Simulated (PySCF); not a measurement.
**Stationary points of BrF₂**

Computed with PBE0 in PySCF with Br def2-TZVP, F def2-TZVP; no relativity; density-fitted integrals.

Relaxations began from a few typed shapes; open shells are unrestricted. The search is not exhaustive: other isomers or separated fragments can lie lower, and high-lying points may rest on an excited occupation.

**Question.** Order these stationary points by electronic energy, lowest first, in kJ/mol from the lowest minimum.
A. doublet D∞h: Br–F 1.827 Å (×2); F–Br–F 180.0°
B. doublet C2v: Br–F 1.826 Å (×2); F–Br–F 156.4°

**Answer.** B (0.0), A (6.6).

**Question.** Which of them are minima?

**Answer.** By energy in kJ/mol, 0.0: minimum; 6.6: saddle point, 1 imaginary mode.

The electron or spin density has lower symmetry than the nuclear frame for the doublet D∞h at 6.6 kJ/mol.
